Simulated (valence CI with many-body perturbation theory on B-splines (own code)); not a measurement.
## Pt70+: electric-dipole lines

Computed by valence CI with perturbative core correlation (CI+MBPT): six valence electrons over a frozen Dirac-Fock core [He], radial functions for each j: 9 s, 9 p, 8 d, 6 f, 3 g, 1 h, with the one-electron correlation potential Σ1, the two-electron term Σ2, the three-electron term Σ3, Breit, model QED; selected CI, second order for the rest, scaled by the run's own slope (own B-spline code, finite nucleus).

No measured spectrum was set against this ion. As an estimate, large intervals hold to a few tenths of a per cent, small ones and those within an open d or f shell to about a per cent. Among the levels kept, up to 1900 cm⁻¹ of a level comes from second order outside the variational space, and about a tenth of that is noise between levels of different J, which matters for small intervals.

Lines 151 to 200 of 208 in falling wavelength, among levels below 12051 eV, chosen from the strongest by gf and those to the six lowest levels. Wavelengths and rates use the calculated energies. Electric multipoles are in the length gauge with retardation, E1 and E2 with the static RPA response of the core. Weak lines are less certain than strong ones. Lines between different terms over intervals too small for the method are left out, as are lines whose strength nearly cancels. The highest levels of a list are the least certain.

Levels are named by their leading jj configuration (3d3/2^4 stands for four electrons in 3d with j = 3/2), which in mixed levels can hold well under half, so a name can repeat and another be missing. Letters in brackets count levels of one name in rising energy.

| λ vac (Å) | Upper | Lower | A (s⁻¹) | S (a.u.) |
| --- | --- | --- | --- | --- |
| 1.300 | (2s 2p1/2^2 2p3/2^2 3s) J=3 | (2s 2p1/2^2 2p3/2^3) J=2 | 4.90e+13 | 3.72e-04 |
| 1.297 | (2s^2 2p1/2^2 2p3/2 3s) J=1 | (2s^2 2p1/2^2 2p3/2^2) J=0 | 1.00e+14 | 3.23e-04 |
| 1.296 | (2s 2p1/2^2 2p3/2^2 3s) J=1 [a] | (2s 2p1/2^2 2p3/2^3) J=1 | 3.01e+13 | 9.71e-05 |
| 1.295 | (2s 2p1/2^2 2p3/2^2 3s) J=2 [a] | (2s 2p1/2^2 2p3/2^3) J=2 | 2.67e+14 | 1.43e-03 |
| 1.295 | (2s 2p1/2^2 2p3/2^2 3s) J=1 [b] | (2s 2p1/2^2 2p3/2^3) J=1 | 2.43e+14 | 7.83e-04 |
| 1.294 | (2s 2p1/2^2 2p3/2^2 3s) J=2 [b] | (2s 2p1/2^2 2p3/2^3) J=1 | 4.41e+13 | 2.36e-04 |
| 1.294 | (2s^2 2p1/2 2p3/2^2 3s) J=2 [a] | (2s^2 2p1/2 2p3/2^3) J=2 | 1.28e+13 | 6.83e-05 |
| 1.292 | (2s^2 2p1/2 2p3/2^2 3s) J=1 [a] | (2s^2 2p1/2 2p3/2^3) J=2 | 5.09e+13 | 1.63e-04 |
| 1.291 | (2s^2 2p1/2 2p3/2^2 3s) J=2 [a] | (2s^2 2p1/2 2p3/2^3) J=1 | 4.02e+13 | 2.14e-04 |
| 1.291 | (2s 2p1/2^2 2p3/2^2 3s) J=0 | (2s 2p1/2^2 2p3/2^3) J=1 | 1.45e+14 | 1.54e-04 |
| 1.291 | (2s^2 2p1/2 2p3/2^2 3s) J=3 | (2s^2 2p1/2 2p3/2^3) J=2 | 5.05e+13 | 3.75e-04 |
| 1.290 | (2s^2 2p1/2 2p3/2^2 3s) J=1 [a] | (2s^2 2p1/2 2p3/2^3) J=1 | 2.53e+14 | 8.03e-04 |
| 1.289 | (2s^2 2p1/2 2p3/2^2 3s) J=2 [b] | (2s^2 2p1/2 2p3/2^3) J=2 | 2.67e+14 | 1.41e-03 |
| 1.289 | (2s^2 2p1/2^2 2p3/2 3s) J=2 | (2s^2 2p1/2^2 2p3/2^2) J=2 | 1.48e+14 | 7.83e-04 |
| 1.288 | (2s^2 2p1/2^2 2p3/2 3s) J=1 | (2s^2 2p1/2^2 2p3/2^2) J=2 | 2.46e+14 | 7.77e-04 |
| 1.287 | (2s^2 2p1/2 2p3/2^2 3s) J=2 [b] | (2s^2 2p1/2 2p3/2^3) J=1 | 3.70e+13 | 1.95e-04 |
| 1.284 | (2s 2p1/2^2 2p3/2^2 3s) J=1 [a] | (2s 2p1/2^2 2p3/2^3) J=2 | 1.20e+14 | 3.76e-04 |
| 1.283 | (2s 2p1/2^2 2p3/2^2 3s) J=1 [b] | (2s 2p1/2^2 2p3/2^3) J=2 | 6.36e+13 | 1.99e-04 |
| 1.282 | (2s^2 2p1/2 2p3/2^2 3s) J=1 [b] | (2s^2 2p1/2 2p3/2^3) J=2 | 1.26e+14 | 3.92e-04 |
| 1.282 | (2s 2p1/2^2 2p3/2^2 3s) J=2 [b] | (2s 2p1/2^2 2p3/2^3) J=2 | 8.00e+12 | 4.16e-05 |
| 1.280 | (2s^2 2p1/2 2p3/2^2 3s) J=0 | (2s^2 2p1/2 2p3/2^3) J=1 | 1.53e+14 | 1.58e-04 |
| 1.280 | (2s^2 2p1/2 2p3/2^2 3s) J=1 [b] | (2s^2 2p1/2 2p3/2^3) J=1 | 2.50e+13 | 7.76e-05 |
| 1.276 | (2s^2 2p1/2 2p3/2^2 3p3/2) J=0 | (2s 2p1/2^2 2p3/2^3) J=1 | 6.98e+10 | 7.16e-08 |
| 1.276 | (2s^2 2p1/2 2p3/2^2 3p3/2) J=2 | (2s 2p1/2^2 2p3/2^3) J=1 | 2.13e+11 | 1.09e-06 |
| 1.265 | (2s^2 2p1/2 2p3/2^2 3p3/2) J=3 | (2s 2p1/2^2 2p3/2^3) J=2 | 1.45e+11 | 1.02e-06 |
| 1.264 | (2s^2 2p1/2 2p3/2^2 3p3/2) J=2 | (2s 2p1/2^2 2p3/2^3) J=2 | 2.13e+12 | 1.06e-05 |
| 1.227 | (2s 2p1/2^2 2p3/2^2 3p1/2) J=2 [a] | (2s^2 2p1/2 2p3/2^3) J=2 | 1.36e+11 | 6.22e-07 |
| 1.227 | (2s 2p1/2^2 2p3/2^2 3p1/2) J=3 | (2s^2 2p1/2 2p3/2^3) J=2 | 4.06e+10 | 2.59e-07 |
| 1.225 | (2s 2p1/2^2 2p3/2^2 3p1/2) J=2 [a] | (2s^2 2p1/2 2p3/2^3) J=1 | 3.97e+11 | 1.80e-06 |
| 1.213 | (2s 2p1/2^2 2p3/2^2 3p1/2) J=1 [a] | (2s^2 2p1/2 2p3/2^3) J=2 | 1.36e+11 | 3.59e-07 |
| 1.213 | (2s 2p1/2^2 2p3/2^2 3p1/2) J=1 [b] | (2s^2 2p1/2 2p3/2^3) J=2 | 3.84e+11 | 1.02e-06 |
| 1.213 | (2s 2p1/2^2 2p3/2^2 3p1/2) J=2 [b] | (2s^2 2p1/2 2p3/2^3) J=2 | 5.59e+11 | 2.46e-06 |
| 1.211 | (2s 2p1/2^2 2p3/2^2 3p1/2) J=1 [a] | (2s^2 2p1/2 2p3/2^3) J=1 | 1.33e+09 | 3.50e-09 |
| 1.211 | (2s 2p1/2^2 2p3/2^2 3p1/2) J=1 [b] | (2s^2 2p1/2 2p3/2^3) J=1 | 1.12e+11 | 2.96e-07 |
| 1.211 | (2s 2p1/2^2 2p3/2^2 3p1/2) J=0 | (2s^2 2p1/2 2p3/2^3) J=1 | 1.39e+12 | 1.22e-06 |
| 1.211 | (2s 2p1/2^2 2p3/2^2 3p1/2) J=2 [b] | (2s^2 2p1/2 2p3/2^3) J=1 | 3.29e+10 | 1.44e-07 |
| 1.199 | (2s^2 2p1/2^2 2p3/2 3d3/2) J=1 | (2s^2 2p1/2^2 2p3/2^2) J=0 | 1.71e+14 | 4.36e-04 |
| 1.193 | (2s^2 2p1/2^2 2p3/2 3d3/2) J=2 | (2s^2 2p1/2^2 2p3/2^2) J=2 | 1.79e+14 | 7.49e-04 |
| 1.192 | (2s^2 2p1/2^2 2p3/2 3d3/2) J=3 | (2s^2 2p1/2^2 2p3/2^2) J=2 | 4.52e+13 | 2.64e-04 |
| 1.192 | (2s^2 2p1/2^2 2p3/2 3d3/2) J=1 | (2s^2 2p1/2^2 2p3/2^2) J=2 | 3.36e+14 | 8.41e-04 |
| 1.181 | (2s^2 2p1/2^2 2p3/2 3d5/2) J=1 | (2s^2 2p1/2^2 2p3/2^2) J=0 | 1.77e+15 | 4.31e-03 |
| 1.177 | (2s^2 2p1/2^2 2p3/2 3d5/2) J=2 | (2s^2 2p1/2^2 2p3/2^2) J=2 | 1.28e+15 | 5.16e-03 |
| 1.175 | (2s^2 2p1/2^2 2p3/2 3d5/2) J=3 | (2s^2 2p1/2^2 2p3/2^2) J=2 | 2.87e+15 | 1.61e-02 |
| 1.174 | (2s^2 2p1/2^2 2p3/2 3d5/2) J=1 | (2s^2 2p1/2^2 2p3/2^2) J=2 | 1.58e+14 | 3.79e-04 |
| 1.094 | (2s^2 2p1/2 2p3/2^2 3s) J=1 [a] | (2s^2 2p1/2^2 2p3/2^2) J=0 | 2.14e+11 | 4.14e-07 |
| 1.089 | (2s^2 2p1/2 2p3/2^2 3s) J=2 [a] | (2s^2 2p1/2^2 2p3/2^2) J=2 | 3.00e+13 | 9.56e-05 |
| 1.087 | (2s^2 2p1/2 2p3/2^2 3s) J=1 [a] | (2s^2 2p1/2^2 2p3/2^2) J=2 | 6.26e+13 | 1.19e-04 |
| 1.087 | (2s^2 2p1/2 2p3/2^2 3s) J=1 [b] | (2s^2 2p1/2^2 2p3/2^2) J=0 | 5.89e+13 | 1.12e-04 |
| 1.086 | (2s^2 2p1/2 2p3/2^2 3s) J=3 | (2s^2 2p1/2^2 2p3/2^2) J=2 | 5.59e+13 | 2.48e-04 |
| 1.085 | (2s^2 2p1/2 2p3/2^2 3s) J=2 [b] | (2s^2 2p1/2^2 2p3/2^2) J=2 | 3.00e+13 | 9.46e-05 |
